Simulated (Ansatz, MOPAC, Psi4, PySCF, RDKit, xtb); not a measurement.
Dimer: CH4O (SMILES CO) (first 6 atoms) with CH2F2 (SMILES FCF); geometry from B3LYP-D3(BJ)/def2-TZVP, rigid monomers moved along the line of their centres of mass till O2···H11 is 3.19 Å.
(charge 0, multiplicity 1):
| atom | x (Å) | y (Å) | z (Å) |
|---|---|---|---|
| C | 0.3873 | -0.5809 | 0.4249 |
| O | 0.2626 | 0.7548 | 0.9094 |
| H | -0.2698 | -0.7641 | -0.4311 |
| H | 0.0922 | -1.2381 | 1.2403 |
| H | 1.4182 | -0.8170 | 0.1429 |
| H | 0.5396 | 1.3643 | 0.2184 |
| F | 0.0444 | -1.1569 | 4.7785 |
| C | 0.3053 | 0.1616 | 5.0408 |
| F | 1.4461 | 0.2275 | 5.7881 |
| H | -0.5197 | 0.5604 | 5.6335 |
| H | 0.4635 | 0.6758 | 4.0941 |

```
level                              interaction energy (meV)
---------------------------------  ------------------------
MMFF94                                                -76.7
UFF                                                   -21.0
GFN-FF                                                -72.5
AM1                                                   -38.4
PM3                                                   -35.5
PM6                                                   -52.3
PM7                                                   -71.1
GFN1-xTB                                              -67.2
GFN2-xTB                                              -89.6
HF/STO-3G (no counterpoise)                           -31.1
HF/3-21G (no counterpoise)                           -105.8
HF/6-31G*                                             -66.1
HF/6-31G* (no counterpoise)                           -82.9
HF/aug-cc-pVDZ                                        -66.4
PBE/def2-TZVPPD                                       -62.5
PBE-D3(BJ)/def2-TZVPPD                                -76.8
PBE-D4/def2-TZVPPD                                    -77.1
BP86/6-31G* (no counterpoise)                         -60.7
r2SCAN/def2-TZVPPD                                    -60.3
r2SCAN-D3(BJ)/def2-TZVPPD                             -69.1
B3LYP/3-21G (no counterpoise)                         -90.3
B3LYP/6-31G*                                          -50.8
B3LYP/6-31G* (no counterpoise)                        -76.5
B3LYP/6-311+G** (no counterpoise)                     -70.7
B3LYP/def2-TZVPPD                                     -53.6
B3LYP-D3(BJ)/def2-TZVPPD                              -73.1
B3LYP-D4/def2-TZVPPD                                  -72.8
PBE0/def2-TZVPPD                                      -64.1
PBE0-D3(BJ)/def2-TZVPPD                               -78.6
PBE0-D4/def2-TZVPPD                                   -78.6
M06-2X/6-31G* (no counterpoise)                       -89.6
wB97X-V/def2-TZVPPD                                   -77.3
wB97M-V/def2-TZVPPD                                   -74.7
MP2/6-31G*                                            -65.1
MP2/6-31G* (no counterpoise)                          -90.8
MP2/aug-cc-pVDZ                                       -73.6
SCS-MP2/aug-cc-pVDZ                                   -69.5
CCSD/aug-cc-pVDZ                                      -72.8
CCSD(T)/aug-cc-pVDZ                                   -73.9
SAPT0/jun-cc-pV(D+d)Z                                 -87.6
```

The rows run from -105.8 (HF/3-21G (no counterpoise)) to -21.0 meV (UFF). In aug-cc-pVDZ the value moves HF -66.4, MP2 -73.6, CCSD -72.8, CCSD(T) -73.9, a shift of -7.5 from HF to CCSD(T). The dispersion term adds -14.4 in PBE-D3(BJ), -14.6 in PBE-D4, -8.8 in r2SCAN-D3(BJ). The 6 functionals in def2-TZVPPD without D3 or D4 span 23.6, from wB97X-V to B3LYP.

Counterpoise-corrected where a basis set is named; no monomer relaxation. Rows marked so take none. RDKit's UFF carries no charges.

Cores are frozen in the correlated methods. Rows in 3-21G, 6-311+G**, 6-31G*, STO-3G carry no dispersion term and start afresh at each structure (6-31G* with six Cartesian d functions). MP2/6-31G* freezes PySCF's default core. The state that AM1, PM3, PM6, PM7 reach isn't checked; PM7 holds dispersion and hydrogen-bond terms.

The values were computed with Ansatz (Gaussian orbitals); MOPAC for AM1, PM3, PM6, PM7 (differences of heats of formation); Psi4 for SAPT; PySCF for 3-21G rows, 6-311+G** rows, 6-31G* rows, STO-3G rows, the dispersion terms; RDKit for the force fields; xtb for the GFN methods. Each number belongs to the level named beside it.

Ansatz is a quantum-chemistry and plane-wave program.
